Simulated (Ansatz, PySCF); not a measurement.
C2H7ClOSi2, SMILES C=C([SiH3])O[SiH2]Cl. Atoms are numbered in the order given.

```xyz
13

C     -1.0701     0.4847     1.4399
C     -1.1009    -0.2318     0.3060
Si    -2.6435    -1.0775    -0.3836
O     -0.0026    -0.4303    -0.5024
Si     1.6195    -0.3656    -0.1187
Cl     2.2488     1.5861     0.2060
H     -0.1681     0.9925     1.7948
H     -1.9778     0.5976     2.0351
H     -2.4043    -2.5456    -0.4871
H     -3.7900    -0.8127     0.5300
H     -2.9413    -0.5474    -1.7440
H      1.8727    -1.1338     1.1246
H      2.3277    -0.8952    -1.3019
```
Charge 0, spin multiplicity 1.

The structure is a stationary point at B3LYP-D3(BJ)/def2-SVP. This is a generated structure with no PubChem entry under its InChIKey; it may be hypothetical. Other conformers were not sampled.

Two levels are set side by side: PBE-D3(BJ)/def2-SVP (Ansatz, a quantum-chemistry and plane-wave program) and B3LYP-D3(BJ)/def2-SVP (Ansatz). Each level has its own optimised geometry; the coordinates shown are those of the second. Frequencies come from the Hessian of PySCF at each geometry. Differences are taken from unrounded values.

```csv
quantity,B3LYP-D3(BJ)
mean bond length (Å),1.498
bond C1–C2 (Å),1.342
bond C2–Si3 (Å),1.890
bond C2–O4 (Å),1.378
bond O4–Si5 (Å),1.668
bond Si5–Cl6 (Å),2.076
bond C1–H7 (Å),1.094
bond C1–H8 (Å),1.091
bond Si3–H9 (Å),1.491
bond Si3–H10 (Å),1.490
bond Si3–H11 (Å),1.490
bond Si5–H12 (Å),1.483
bond Si5–H13 (Å),1.477
highest harmonic wavenumber (cm⁻¹),3247
mean harmonic wavenumber (cm⁻¹),1081
zero-point energy (kcal/mol),51.00
```

Question: What does PBE-D3(BJ) give, and how far is it from B3LYP-D3(BJ)? (Estimate from the structure and the level; the computed values follow.)

Answer: 
| quantity | PBE-D3(BJ) | PBE-D3(BJ) minus B3LYP-D3(BJ) |
|---|---|---|
| mean bond length (Å) | 1.508 | 0.011 |
| bond C1–C2 (Å) | 1.351 | 0.010 |
| bond C2–Si3 (Å) | 1.897 | 0.008 |
| bond C2–O4 (Å) | 1.382 | 0.003 |
| bond O4–Si5 (Å) | 1.686 | 0.018 |
| bond Si5–Cl6 (Å) | 2.080 | 0.004 |
| bond C1–H7 (Å) | 1.103 | 0.009 |
| bond C1–H8 (Å) | 1.099 | 0.008 |
| bond Si3–H9 (Å) | 1.504 | 0.013 |
| bond Si3–H10 (Å) | 1.503 | 0.013 |
| bond Si3–H11 (Å) | 1.503 | 0.013 |
| bond Si5–H12 (Å) | 1.498 | 0.014 |
| bond Si5–H13 (Å) | 1.491 | 0.014 |
| highest harmonic wavenumber (cm⁻¹) | 3184 | -63 |
| mean harmonic wavenumber (cm⁻¹) | 1046 | -35 |
| zero-point energy (kcal/mol) | 49.34 | -1.66 |

Exact exchange shortens and stiffens bonds; PBE has none. Differences between two approximate levels are no errors against the true value.
